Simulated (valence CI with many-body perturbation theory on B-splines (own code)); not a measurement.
# E1 transitions of In⁴⁴⁺

Calculated by valence CI with perturbative core correlation (CI+MBPT): three valence electrons over a frozen Dirac-Fock core [He], radial functions for each j: 11 s, 11 p, 10 d, 8 f, 5 g, 2 h, with the one-electron correlation potential Σ1, the two-electron term Σ2, the three-electron term Σ3, Breit, model QED; selected CI, second order for the rest, scaled by the run's own slope (own B-spline code, finite nucleus).

No measured spectrum was set against this ion. As an estimate, large intervals hold to a few tenths of a per cent, small ones and those within an open d or f shell to about a per cent.

Lines 201 to 250 of 521 in falling wavelength, among levels below 444.88 Ry, chosen from the strongest by gf and those to the six lowest levels. Wavelengths and rates use the calculated energies. Electric multipoles are in the length gauge, E1 and E2 with the static RPA response of the core. Weak lines are less certain than strong ones. Lines between different terms over intervals too small for the method are left out, as are lines whose strength nearly cancels. The highest levels of a list are the least certain.

Levels are named by their leading jj configuration (3d3/2^4 stands for four electrons in 3d with j = 3/2), which in mixed levels can hold well under half, so a name can repeat and another be missing. Letters in brackets count levels of one name in rising energy.

| λ vac (nm) | Upper | Lower | A (s⁻¹) | S (a.u.) with core polarisation | S without |
| --- | --- | --- | --- | --- | --- |
| 0.8965 | (2s 2p1/2 4f7/2) J=5/2 | (2s 2p1/2 3d3/2) J=3/2 [b] | 2.18e+12 | 4.66e-03 | 4.66e-03 |
| 0.8965 | (2s 2p3/2 4f5/2) J=9/2 | (2s 2p3/2 3d3/2) J=7/2 | 4.74e+13 | 1.69e-01 | 1.69e-01 |
| 0.8964 | (2s 2p3/2 4f5/2) J=3/2 | (2s 2p3/2 3d3/2) J=1/2 [a] | 1.71e+13 | 2.44e-02 | 2.44e-02 |
| 0.8962 | (2s 2p3/2 4f5/2) J=5/2 | (2s 2p3/2 3d3/2) J=3/2 [a] | 2.82e+13 | 6.01e-02 | 6.01e-02 |
| 0.8957 | (2p1/2^2 4f5/2) J=5/2 | (2p1/2^2 3d3/2) J=3/2 | 5.38e+13 | 1.14e-01 | 1.14e-01 |
| 0.8957 | (2s 2p3/2 4f5/2) J=1/2 | (2s 2p3/2 3d3/2) J=1/2 [a] | 4.32e+13 | 3.06e-02 | 3.06e-02 |
| 0.8954 | (2s 2p3/2 4f5/2) J=3/2 | (2s 2p3/2 3d3/2) J=3/2 [a] | 3.02e+13 | 4.27e-02 | 4.28e-02 |
| 0.8954 | (2s 2p1/2 4f7/2) J=7/2 [b] | (2s 2p1/2 3d5/2) J=5/2 [a] | 5.17e+12 | 1.46e-02 | 1.46e-02 |
| 0.8949 | (2s 2p3/2 4f5/2) J=7/2 | (2s 2p3/2 3d3/2) J=5/2 [a] | 4.03e+13 | 1.14e-01 | 1.14e-01 |
| 0.8948 | (2s 2p3/2 4f5/2) J=1/2 | (2s 2p3/2 3d3/2) J=3/2 [a] | 1.13e+13 | 7.97e-03 | 7.97e-03 |
| 0.8946 | (2s 2p3/2 4f5/2) J=5/2 | (2s 2p3/2 3d3/2) J=5/2 [a] | 2.29e+13 | 4.86e-02 | 4.86e-02 |
| 0.8944 | (2s 2p3/2 4f7/2) J=9/2 | (2s 2p3/2 3d3/2) J=7/2 | 1.43e+12 | 5.06e-03 | 5.06e-03 |
| 0.8944 | (2s 2p3/2 4f7/2) J=7/2 | (2s 2p3/2 3d3/2) J=7/2 | 2.40e+12 | 6.79e-03 | 6.79e-03 |
| 0.8938 | (2s 2p3/2 4f5/2) J=3/2 | (2s 2p3/2 3d3/2) J=5/2 [a] | 5.15e+12 | 7.26e-03 | 7.26e-03 |
| 0.8922 | (2s 2p1/2 4f5/2) J=5/2 [a] | (2s 2p1/2 3d3/2) J=3/2 [a] | 4.79e+13 | 1.01e-01 | 1.01e-01 |
| 0.8916 | (2s^2 4f5/2) J=5/2 | (2s 2p1/2 3p1/2) J=3/2 | 2.27e+13 | 4.76e-02 | 4.76e-02 |
| 0.8906 | (2s 2p1/2 4f5/2) J=7/2 | (2s 2p1/2 3d3/2) J=5/2 | 4.43e+13 | 1.24e-01 | 1.24e-01 |
| 0.8902 | (2s 2p1/2 4f5/2) J=5/2 [b] | (2s 2p1/2 3d3/2) J=5/2 | 8.48e+12 | 1.77e-02 | 1.77e-02 |
| 0.8869 | (2p1/2^2 4d3/2) J=3/2 | (2p1/2^2 3p3/2) J=3/2 | 2.75e+12 | 3.79e-03 | 3.79e-03 |
| 0.8864 | (2s 2p3/2 4d3/2) J=3/2 | (2s 2p3/2 3p3/2) J=5/2 [a] | 2.64e+12 | 3.62e-03 | 3.62e-03 |
| 0.8860 | (2s^2 4d3/2) J=3/2 | (2s^2 3p3/2) J=3/2 | 2.93e+12 | 4.02e-03 | 4.02e-03 |
| 0.8849 | (2s 2p1/2 4d3/2) J=3/2 [a] | (2s 2p1/2 3p3/2) J=3/2 [a] | 4.55e+12 | 6.23e-03 | 6.23e-03 |
| 0.8848 | (2s 2p1/2 4d3/2) J=5/2 | (2s 2p1/2 3p3/2) J=5/2 | 5.70e+12 | 1.17e-02 | 1.17e-02 |
| 0.8847 | (2s 2p1/2 4d3/2) J=3/2 [b] | (2s 2p1/2 3p3/2) J=3/2 [b] | 3.88e+12 | 5.31e-03 | 5.31e-03 |
| 0.8829 | (2s 2p3/2 4s) J=5/2 | (2s 2p3/2 3p1/2) J=5/2 | 1.87e+12 | 3.81e-03 | 3.81e-03 |
| 0.8829 | (2p1/2^2 4d5/2) J=5/2 | (2s 2p3/2 3s) J=3/2 [b] | 1.24e+13 | 2.52e-02 | 2.52e-02 |
| 0.8807 | (2s 2p3/2 4d5/2) J=5/2 | (2s 2p3/2 3p3/2) J=5/2 [a] | 1.03e+13 | 2.08e-02 | 2.08e-02 |
| 0.8807 | (2s^2 4d5/2) J=5/2 | (2s^2 3p3/2) J=3/2 | 1.76e+13 | 3.55e-02 | 3.55e-02 |
| 0.8799 | (2s 2p3/2 4d5/2) J=3/2 | (2s 2p3/2 3p3/2) J=1/2 [a] | 9.20e+12 | 1.24e-02 | 1.24e-02 |
| 0.8798 | (2p1/2^2 4d5/2) J=5/2 | (2p1/2^2 3p3/2) J=3/2 | 1.59e+13 | 3.21e-02 | 3.21e-02 |
| 0.8795 | (2s 2p1/2 4f5/2) J=5/2 [b] | (2s 2p1/2 3d3/2) J=3/2 [a] | 5.44e+12 | 1.10e-02 | 1.10e-02 |
| 0.8792 | (2s 2p3/2 4d5/2) J=7/2 | (2s 2p3/2 3p3/2) J=5/2 [a] | 2.16e+13 | 5.78e-02 | 5.78e-02 |
| 0.8786 | (2s 2p1/2 4d5/2) J=5/2 [a] | (2s 2p1/2 3p3/2) J=3/2 [a] | 2.74e+13 | 5.50e-02 | 5.50e-02 |
| 0.8785 | (2s 2p1/2 4d5/2) J=3/2 | (2s 2p1/2 3p3/2) J=3/2 [b] | 5.19e+12 | 6.94e-03 | 6.94e-03 |
| 0.8785 | (2s 2p1/2 4d5/2) J=5/2 [b] | (2s 2p1/2 3p3/2) J=3/2 [b] | 2.51e+13 | 5.04e-02 | 5.04e-02 |
| 0.8783 | (2s 2p1/2 4d5/2) J=7/2 | (2s 2p1/2 3p3/2) J=5/2 | 2.86e+13 | 7.66e-02 | 7.66e-02 |
| 0.8771 | (2s 2p3/2 4d5/2) J=1/2 | (2s 2p3/2 3p3/2) J=1/2 [a] | 1.93e+13 | 1.29e-02 | 1.29e-02 |
| 0.8770 | (2s 2p3/2 4d3/2) J=5/2 | (2s 2p3/2 3p3/2) J=7/2 | 1.69e+12 | 3.37e-03 | 3.37e-03 |
| 0.8766 | (2s 2p1/2 4d5/2) J=5/2 [b] | (2s 2p1/2 3p3/2) J=5/2 | 2.94e+12 | 5.86e-03 | 5.86e-03 |
| 0.8762 | (2s 2p3/2 4d3/2) J=7/2 | (2s 2p3/2 3p3/2) J=7/2 | 8.07e+12 | 2.14e-02 | 2.14e-02 |
| 0.8742 | (2s 2p3/2 4d5/2) J=9/2 | (2s 2p3/2 3p3/2) J=7/2 | 2.93e+13 | 9.66e-02 | 9.66e-02 |
| 0.8739 | (2s 2p3/2 4d5/2) J=5/2 | (2s 2p3/2 3p3/2) J=3/2 [a] | 1.12e+13 | 2.21e-02 | 2.21e-02 |
| 0.8736 | (2s 2p1/2 4d5/2) J=3/2 | (2s 2p1/2 3p3/2) J=1/2 | 2.01e+13 | 2.65e-02 | 2.65e-02 |
| 0.8724 | (2s 2p3/2 4d5/2) J=3/2 | (2s 2p3/2 3p3/2) J=3/2 [a] | 1.17e+13 | 1.53e-02 | 1.53e-02 |
| 0.8712 | (2s 2p3/2 4d5/2) J=5/2 | (2s 2p3/2 3p1/2) J=3/2 [b] | 5.00e+12 | 9.79e-03 | 9.79e-03 |
| 0.8697 | (2s 2p3/2 4d5/2) J=3/2 | (2s 2p3/2 3p1/2) J=3/2 [b] | 3.22e+12 | 4.18e-03 | 4.18e-03 |
| 0.8692 | (2s 2p3/2 4d5/2) J=7/2 | (2s 2p3/2 3p3/2) J=7/2 | 2.42e+12 | 6.29e-03 | 6.29e-03 |
| 0.8685 | (2s^2 4d5/2) J=5/2 | (2s 2p1/2 3s) J=3/2 | 1.13e+13 | 2.20e-02 | 2.20e-02 |
| 0.8499 | (2s 2p1/2 4d3/2) J=3/2 [b] | (2s 2p1/2 3p1/2) J=1/2 [b] | 1.27e+13 | 1.53e-02 | 1.53e-02 |
| 0.8495 | (2s 2p1/2 4d3/2) J=1/2 | (2s 2p1/2 3p1/2) J=1/2 [b] | 1.92e+13 | 1.16e-02 | 1.16e-02 |
